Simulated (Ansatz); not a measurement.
PtO₂⁻. Total charge -1; doublet. Geometry r2SCAN-D4/def2-TZVPD; atoms count from 1.

```csv
atom,x (Å),y (Å),z (Å)
Pt1,-1.113,0.222,0.626
O2,0.114,0.027,-0.835
O3,0.999,-0.248,0.209
```

In the def2 sets Pt takes a core potential; there is no spin–orbit coupling. The structure holds 1 bond(s) between oxygen atoms. No other spin state of charge -1 was run. Another isomer (doublet) lies 3.18 eV lower at PBE0-D4/def2-TZVPD; other spin states weren't run for this one.

Question: Estimate the Mulliken populations from the PBE0/def2-TZVPD orbitals of Ansatz.

Answer: 
| atom | charge (e) | spin (α − β) | d electrons |
| --- | --- | --- | --- |
| Pt1 | -0.46 | 0.89 | 8.83 |
| O2 | -0.17 | -0.07 | – |
| O3 | -0.37 | 0.17 | – |
Mulliken values and Mayer orders depend strongly on the basis. With diffuse functions, as here, like atoms can get unlike values, and bond orders can come out too low or too high.

Question: Where does the spin sit?

Answer: Summed by element: Pt 0.89, O 0.11, of 1 unpaired in all. Largest on single atoms: Pt1 0.89, O3 0.17, O2 -0.07.

Question: And the Mayer bond orders between bonded heavy atoms (over 0.3)?

Answer: Pt1–O2 0.54 (1.92 Å); O2–O3 0.76 (1.40 Å).
